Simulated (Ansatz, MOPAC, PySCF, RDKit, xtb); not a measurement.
Dimer: CH4O (SMILES CO) (first 6 atoms) with C3H8 (SMILES CCC); geometry from B3LYP-D3(BJ)/def2-TZVP, rigid monomers moved along the line of their centres of mass till H6···C7 is 4.77 Å.
(charge 0, multiplicity 1):
```tsv
atom	x (Å)	y (Å)	z (Å)
C	0.4843	0.2433	-0.2798
O	-0.5138	-0.5181	0.3832
H	0.7516	1.1470	0.2786
H	0.0681	0.5428	-1.2407
H	1.3934	-0.3402	-0.4639
H	-0.1745	-0.7962	1.2398
C	-0.2934	-1.1966	5.9934
C	-0.0146	0.1686	6.6169
C	0.3458	1.2305	5.5811
H	-0.5253	-1.9476	6.7505
H	-1.1449	-1.1496	5.3094
H	0.5761	-1.5581	5.4352
H	0.7977	0.0774	7.3437
H	-0.8936	0.4938	7.1806
H	0.5273	2.2002	6.0478
H	1.2529	0.9533	5.0365
H	-0.4558	1.3555	4.8496
```

```json
[
 {"level": "MMFF94", "interaction energy (kcal/mol)": "-0.12"},
 {"level": "UFF", "interaction energy (kcal/mol)": "-0.24"},
 {"level": "GFN-FF", "interaction energy (kcal/mol)": "-0.18"},
 {"level": "AM1", "interaction energy (kcal/mol)": "-0.01"},
 {"level": "HF/6-31G*", "interaction energy (kcal/mol)": "-0.06"},
 {"level": "PBE-D3(BJ)/def2-TZVPPD", "interaction energy (kcal/mol)": "-0.28"},
 {"level": "PBE-D4/def2-TZVPPD", "interaction energy (kcal/mol)": "-0.23"},
 {"level": "BP86/6-31G* (no counterpoise)", "interaction energy (kcal/mol)": "-0.04"},
 {"level": "r2SCAN-D4/def2-TZVPPD", "interaction energy (kcal/mol)": "-0.22"},
 {"level": "B3LYP/3-21G (no counterpoise)", "interaction energy (kcal/mol)": "-0.05"},
 {"level": "B3LYP/6-31G*", "interaction energy (kcal/mol)": "-0.04"},
 {"level": "B3LYP/def2-TZVPPD", "interaction energy (kcal/mol)": "-0.02"},
 {"level": "B3LYP-D4/def2-TZVPPD", "interaction energy (kcal/mol)": "-0.14"},
 {"level": "PBE0-D3(BJ)/def2-TZVPPD", "interaction energy (kcal/mol)": "-0.27"},
 {"level": "PBE0-D4/def2-TZVPPD", "interaction energy (kcal/mol)": "-0.22"},
 {"level": "wB97X-V/def2-TZVPPD", "interaction energy (kcal/mol)": "-0.22"},
 {"level": "wB97M-V/def2-TZVPPD", "interaction energy (kcal/mol)": "-0.23"},
 {"level": "MP2/6-31G* (no counterpoise)", "interaction energy (kcal/mol)": "-0.15"},
 {"level": "MP2/aug-cc-pVDZ", "interaction energy (kcal/mol)": "-0.22"},
 {"level": "SCS-MP2/aug-cc-pVDZ", "interaction energy (kcal/mol)": "-0.18"}
]
```

The rows run from -0.28 (PBE-D3(BJ)/def2-TZVPPD) to -0.01 kcal/mol (AM1). The dispersion term adds -0.11 in B3LYP-D4. The 3 functionals in def2-TZVPPD without D3 or D4 span 0.21, from wB97M-V to B3LYP.

Interaction energies are E(AB) − E(A) − E(B) at the monomers' geometry in the complex; basis-set methods are counterpoise corrected. Rows marked so take none. RDKit's UFF carries no charges.

Cores are frozen in the correlated methods. Rows in 3-21G, 6-31G* carry no dispersion term and start afresh at each structure (6-31G* with six Cartesian d functions). MP2/6-31G* freezes PySCF's default core. The state reached by AM1 isn't checked.

The values were computed with Ansatz (a program for electronic structure); MOPAC for AM1 (differences of heats of formation); PySCF for 3-21G rows, 6-31G* rows, the dispersion terms; RDKit for the force fields; xtb for the GFN methods. Each number belongs to the level named beside it.
